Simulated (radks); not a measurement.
Q: Successive ionisation energies (eV) of one element, from differences of total energies of ions in their ground configurations, starting at charge 0: 5.362, 9.981, 36.465, 47.999, 60.074, 72.619, 85.573, 98.892, 132.07, 147.48, 243.25. All-electron calculation, scalar-relativistic Kohn-Sham, PBE, spin-unpolarised, spherical densities, finite nucleus; Fermi nuclear charge, rms radius 4.8378 fm. Program: a radial shooting solver on a logarithmic mesh with Libxc functionals. Which element is it?

A: Barium (Z = 56). The first species listed is Ba in [Xe] 6s2, the last Ba10+ in [Kr] 4d10.
